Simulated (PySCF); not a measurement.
## Manganese: a sound run and one with changed settings

Sound run: Mn⁺ [Ar] 3d5 4s1, Mn²⁺ [Ar] 3d5. Computed with PySCF 2.14 in 6-31G* (5s4p2d1f, 34 functions), with no relativity, point nucleus. In the sound run the correlated levels freeze [Ar]. The sound run starts from symmetry-adapted Hartree-Fock orbitals and uses a fine grid where one is needed.

Changed run: the spin-free X2C one-electron Hamiltonian (Gaussian nucleus). This setting is unsound on purpose.

```json
{"species": "Mn⁺", "method": "UHF", "sound run (hartree)": "-1149.50143", "changed run (hartree)": "-1155.76399", "converged": "yes"}
{"species": "Mn⁺", "method": "MN15", "sound run (hartree)": "-1150.62465", "changed run (hartree)": "-1156.88572", "converged": "yes"}
{"species": "Mn⁺", "method": "TPSS", "sound run (hartree)": "-1150.59080", "changed run (hartree)": "-1156.85268", "converged": "yes"}
{"species": "Mn⁺", "method": "MP2", "sound run (hartree)": "-1149.54849", "changed run (hartree)": "-1155.81109", "converged": "yes"}
{"species": "Mn²⁺", "method": "UHF", "sound run (hartree)": "-1148.96649", "changed run (hartree)": "-1155.22571", "converged": "yes"}
{"species": "Mn²⁺", "method": "MN15", "sound run (hartree)": "-1150.07568", "changed run (hartree)": "-1156.33277", "converged": "yes"}
{"species": "Mn²⁺", "method": "TPSS", "sound run (hartree)": "-1150.02477", "changed run (hartree)": "-1156.28314", "converged": "yes"}
{"species": "Mn²⁺", "method": "MP2", "sound run (hartree)": "-1149.00556", "changed run (hartree)": "-1155.26483", "converged": "yes"}
```

Ionisation energy of Mn⁺:

| method | sound run (eV) | changed run (eV) |
| --- | --- | --- |
| UHF | 14.557 | 14.647 |
| MN15 | 14.938 | 15.046 |
| TPSS | 15.403 | 15.498 |
| MP2 | 14.774 | 14.864 |
| SCS-MP2 | 14.629 | 14.720 |

Most of the change in total energy is the relativistic energy itself. On top of that the contraction fixes the core shape for the Hamiltonian it was made with, so the changed run is not a good calculation with the other Hamiltonian either.

For comparison, NIST gives 15.640 eV between the lowest levels.
